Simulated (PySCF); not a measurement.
# Unknown compound

The spectra below were simulated for a compound C₆H₂FNO₂.

¹H NMR (600 MHz, computed): δ 7.48 (m, 1H), 5.27 (m, 1H).

¹³C{¹H} NMR (computed): δ 198.5 (C), 194.6 (C), 158.5 (CH), 138.5 (C), 116.1 (C), 91.5 (CH).

PySCF 2.14 calculation with GFN2-xTB structure and shielding tensors at PBE0/pcSseg-1 (GIAO); one computed conformer, gas phase, no relativistic terms.

Scale: TMS for ¹H and ¹³C (reference shieldings calculated alike).

Task: Propose a structure and justify it.

Result: 
1. Rings plus π bonds: 6 (1 ring in the answer).
2. 6 carbon signals for 6 carbons: no two carbons are equivalent.
3. Carbon types of the structure: 4 × C, 2 × CH, which accounts for all hydrogens.
4. δC 198.5, 194.6: ketone carbonyl carbon; low-lying n→π* states of the double bond to the heteroatom give a large paramagnetic term (-259 ppm).
5. δC 158.5, 138.5: β carbon of a C=C–C=O unit; conjugation with the carbonyl draws π density from the β position.
6. δC 116.1: nitrile carbon; C≡N carbons fall here, among the sp2 signals but without a proton.
7. δC 91.5: sp3 CH bonded to F, α to a carbonyl; the inductive effect lowers its shielding.
8. δH 7.48: hydrogen on a β carbon of a C=C–C=O unit; attached to an sp2 carbon and in the plane of the double bond.
9. δH 5.27: hydrogen on an sp3 CH bonded to F, α to a carbonyl; its carbon carries F, which withdraws density.

Structure: `O=C1C=C(C#N)C(=O)[C@H]1F`.

This is the structure that produced the data.

Splittings by ¹⁹F in the carbon and heteronuclear signals aren't shown, as no couplings were computed. Shifts are as computed. Against solution values, carbons near 30 ppm lie about +3 ppm off and those near 130 ppm about +5 ppm. Of 1211 compounds with measured shifts, 218 miss one by over three times the rms of a fit or turn the order of signals round; such compounds aren't used in these exercises. Multiplicities follow the n + 1 count of equivalent neighbours, as no J values were calculated; m marks all less simple cases, F and P coupling included.
